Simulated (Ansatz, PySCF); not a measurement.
FeO4, SMILES [O]=[Fe](=[O])(=[O])=[O], multiplicity 1. Atoms are numbered in the order given.

```xyz
5

Fe     0.0000     0.0000     0.0000
O     -0.8969     0.8969    -0.8969
O      0.8969     0.8969     0.8969
O      0.8969    -0.8969    -0.8969
O     -0.8969    -0.8969     0.8969
```

Geometry optimised at PBE0-D3(BJ)/def2-SVP. The spin state was assumed, not searched.

Vertical ionisation energy (IE) and electron affinity (EA) in eV. Rows of orbital energies are one-electron estimates. Where ΔSCF, EOM or ADC give a negative EA the extra electron is unbound and the value depends on the basis.

```csv
level,IE,EA
"−ε(HOMO), −ε(LUMO), CAM-B3LYP/def2-TZVP (PySCF)",11.57,5.41
"−ε(HOMO), −ε(LUMO), PBE/def2-TZVP (PySCF)",[?],[?]
"ΔSCF, PBE/def2-SVPD (Ansatz), final states of multiplicity 2 and 2",12.27,3.46
```

### Question
Fill in the missing entries. (Estimate from the structure and the level; the computed values follow.)

### Answer

- −ε(HOMO), −ε(LUMO), PBE/def2-TZVP (PySCF), IE: 8.60
- −ε(HOMO), −ε(LUMO), PBE/def2-TZVP (PySCF), EA: 6.75

### Question
What vertical singlet–triplet gap does ΔSCF give with PBE/def2-SVPD (Ansatz, a first-principles code)? (An estimate is asked for; the answer gives what the named calculation found.)

### Answer
1.29 eV (triplet above singlet where positive).
